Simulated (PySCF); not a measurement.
C4H5NSi, SMILES [SiH3][C@@H](C#N)C#C. Heavy atoms are numbered as in [CH:1]#[C:2][C@@H:3]([SiH3:4])[C:5]#[N:6]. Hydrogens are named by the atom that carries them.

Coordinates come from a ωB97X-D3(BJ)/def2-SVP optimisation. The structure was generated by enumeration; whether it is a known compound was not checked.

Method: PBE0/pcSseg-1 in PySCF.

GIAO shieldings, no solvent; atoms alike by connectivity are averaged. δ = σ(ref) − σ: ¹³C against TMS (σ = 186.3 ppm); ²⁹Si against TMS (σ = 352.7 ppm); ¹⁵N against NH3 (σ = 267.4 ppm); ¹H against TMS (σ = 31.56 ppm), references at their B3LYP-D3(BJ)/def2-TZVP geometries, non-relativistic.

### Question
Estimate the chemical shifts. (An estimate is asked for; the answer gives what the named calculation found.)

### Answer

| nucleus | atoms | count | δ (ppm) |
|---|---|---|---|
| ¹³C | C5 | 1 | 121.3 |
| ¹³C | C1 (CH) | 1 | 81.4 |
| ¹³C | C2 | 1 | 78.9 |
| ¹³C | C3 (CH) | 1 | 7.5 |
| ²⁹Si | Si4 (SiH3) | 1 | -51.4 |
| ¹⁵N | N6 | 1 | 309.2 |
| ¹H | H on Si4 | 3 | 4.45 |
| ¹H | H on C3 | 1 | 3.10 |
| ¹H | H on C1 | 1 | 2.60 |
